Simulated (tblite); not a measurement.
C₄H₁₃N₂Si, doublet, geometry from GFN2-xTB; tblite 0.6.0 with GFN1-xTB.

Input for tblite:
```
$ tblite run mol.xyz --method gfn1 --charge 0 --spin 1 --guess eeq --json tblite.json --no-restart

# file mol.xyz
20

C      1.59635121    -0.89628006     1.04901314
N      1.34955421    -0.21168926    -0.19897935
C      2.54469526    -0.06820729    -0.98585908
Si     0.04597325     0.90647050    -0.35287798
N     -1.37043076     0.07770352     0.20335648
C     -1.65611403    -1.28140315    -0.17097325
C     -2.55023071     0.81235882     0.55666985
H      0.66868391    -0.98502044     1.60735906
H      1.99021701    -1.89896573     0.85253814
H      2.32892833    -0.35968481     1.66599285
H      2.98035246    -1.05156869    -1.19008411
H      2.30290174     0.41540871    -1.92887673
H      3.30394285     0.53569674    -0.47054551
H      0.12002997     2.10106041     0.50690645
H     -2.36654545    -1.33077274    -1.00652242
H     -0.73643631    -1.77970756    -0.46388048
H     -2.09765971    -1.81662430     0.67684985
H     -3.05249999     0.32921501     1.40095832
H     -3.26414747     0.86310987    -0.27614069
H     -2.28346759     1.82635675     0.84199313
```

**Question.** What does tblite print? Leave out banner, timings and long lists.

**Answer.** 
```
xTB calculator
 | screened Coulomb repulsion
 | Coulomb electrostatics
 |  * isotropic Klopman-Ohno-Mataga-Nishimoto electrostatics
 |  * onsite third-order electrostatics
 | DFT-D3(BJ) dispersion correction

halogen bonding energy    0.0000000000000E+00 Eh
repulsion energy          2.7747012006027E-01 Eh
dispersion energy        -8.5777457155428E-03 Eh
number of electrons       4.3000000000000E+01 e
integral cutoff           2.8146159136829E+01 bohr

------------------------------------------------------------
  cycle        total energy    energy error   density error
------------------------------------------------------------
      1     -23.59277313770  -2.3861666E+01   5.0125742E-01
      2     -23.65284634482  -6.0073207E-02   3.1251199E-01
      3     -23.64660574671   6.2405981E-03   7.3776903E-02
      4     -23.65787344075  -1.1267694E-02   1.4851394E-02
      5     -23.65833226841  -4.5882767E-04   1.3201581E-03
      6     -23.65833806013  -5.7917127E-06   1.9991316E-04
      7     -23.65833811279  -5.2662170E-08   5.5193686E-05
      8     -23.65833811512  -2.3304843E-09   1.6456408E-05
------------------------------------------------------------

electronic energy        -2.3927230489463E+01 Eh
total energy             -2.3658338115118E+01 Eh

Post processing:
 | Mayer-Wiberg bond orders

[Info] JSON dump of results written to 'tblite.json'
```
